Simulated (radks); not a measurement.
Question: All-electron atom: the neodymium ion Nd+ in [Xe] 4f4 6s1 (the NIST ground configuration). All-electron calculation, scalar-relativistic Kohn-Sham, MS2 meta-GGA, spin-polarised, spherical densities, finite nucleus; open shells are filled with parallel spins first (spin-orbit coupling, left out, can overturn this in heavy ions); meta-GGA in the generalised Kohn-Sham scheme; Fermi nuclear charge, rms radius 4.9123 fm. Program: a radial shooting solver on a logarithmic mesh with Libxc functionals. Some entries of the table are withheld. Estimate them.

| orbital | occ. | eigenvalue (hartree) | <1/r> (bohr^-1) | r(max) (bohr) |
|---|---|---|---|---|
| 1s up | 1 | -1596.501 | 66.06 | 0.01509 |
| 1s down | 1 | -1596.501 | 66.06 | 0.01509 |
| 2s up | 1 | -258.6698 | 15.27 | 0.08540 |
| 2s down | 1 | -258.6685 | 15.27 | 0.08540 |
| 2p up | 3 | -231.0532 | 14.38 | 0.06896 |
| 2p down | 3 | -231.0521 | 14.38 | 0.06896 |
| 3s up | 1 | -56.48665 | 5.572 | 0.2433 |
| 3s down | 1 | -56.45958 | 5.576 | 0.2432 |
| 3p up | 3 | -47.73235 | 5.257 | 0.2385 |
| 3p down | 3 | -47.70017 | 5.261 | 0.2384 |
| 3d up | 5 | -35.64661 | 4.984 | 0.1964 |
| 3d down | 5 | -35.61508 | 4.987 | 0.1963 |
| 4s up | 1 | -11.50872 | 2.321 | 0.5654 |
| 4s down | 1 | -11.42477 | 2.321 | 0.5653 |
| 4p up | 3 | -8.63855 | 2.140 | 0.5902 |
| 4p down | 3 | -8.54429 | 2.141 | 0.5898 |
| 4d up | 5 | (1) | 1.871 | 0.6188 |
| 4d down | 5 | (2) | 1.872 | 0.6180 |
| 5s up | 1 | -1.73471 | 0.8957 | 1.317 |
| 5s down | 1 | -1.68332 | 0.8737 | 1.336 |
| 5p up | 3 | -1.05290 | 0.7566 | 1.493 |
| 5p down | 3 | -1.01113 | 0.7451 | 1.509 |
| 6s up | 1 | -0.31654 | 0.3152 | 3.536 |
| 4f up | 4 | -0.30885 | 1.254 | 0.6627 |
| 4f down | 0 | -0.18353 | 1.219 | 0.6622 |

Answer: 
(1) 4d up eigenvalue (hartree): -4.56838
(2) 4d down eigenvalue (hartree): -4.45359
